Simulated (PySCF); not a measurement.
PySCF job for ClH₆NSSi₂, SMILES N[SiH2]S[SiH2]Cl, SMD-M06-2X/def2-SVP. The structure is a stationary point at B3LYP-D3(BJ)/def2-SVP. The structure was generated by enumeration, and PubChem lists no compound with its InChIKey, so it may never have been made. One conformer was computed; it need not be the lowest.

```python
import numpy as np
from pyscf import gto, scf, dft
from pyscf.solvent import smd

mol = gto.M(
    atom='''
    Si    1.40584742   -0.57282011    0.67691029
    Cl    1.90623577    1.45065806    0.58576937
    S    -0.02737381   -1.08564993   -0.81764901
    Si   -1.62354953    0.32210375   -0.27257148
    N    -3.19996766   -0.32649143   -0.51281963
    H     0.88830878   -0.81234642    2.04819302
    H     2.62317656   -1.37811421    0.41278891
    H    -1.50843493    1.52083276   -1.13880363
    H    -1.41831468    0.64498507    1.16423947
    H    -3.59968931   -0.33053258   -1.44669756
    H    -3.50547063   -1.14014354    0.01357863
    ''',
    basis='def2-SVP',
    charge=0,
    spin=0,
    max_memory=1600,
    verbose=3,
)
mf = dft.RKS(mol, xc='m06-2x').density_fit(auxbasis='def2-universal-jkfit')
mf.grids.level = 4
mf.conv_tol = 1e-9
mf.max_cycle = 100
mf.kernel()
res = {}
for name in ['water', 'dichloromethane', 'tetrahydrofuran']:
    s = mf.SMD()
    s.with_solvent.solvent, s.with_solvent.sasa_ng = name, 194
    s.kernel(mf.make_rdm1())
    res[name] = (s.e_tot, s.with_solvent.get_cds(), s.dip_moment(), s.mo_energy, s.converged)
    print(f'SMD {name}: dG(solv) = {(s.e_tot - mf.e_tot) * 627.509474:.3f} kcal/mol, of which CDS {res[name][1] * 627.509474:.3f}')
```

Output:

```
converged SCF energy = -1495.28030835149
converged SCF energy = -1495.28282207327
Dipole moment(X, Y, Z, Debye): -2.47172, -1.75120,  0.35197
SMD water: dG(solv) = -1.577 kcal/mol, of which CDS 3.553
converged SCF energy = -1495.28925518762
Dipole moment(X, Y, Z, Debye): -2.41463, -1.67594,  0.31762
SMD dichloromethane: dG(solv) = -5.614 kcal/mol, of which CDS -1.271
converged SCF energy = -1495.28799897859
Dipole moment(X, Y, Z, Debye): -2.40218, -1.66076,  0.31091
SMD tetrahydrofuran: dG(solv) = -4.826 kcal/mol, of which CDS -0.649
```

The calculation finished and met its thresholds.

Cost: roughly 100 core-seconds.
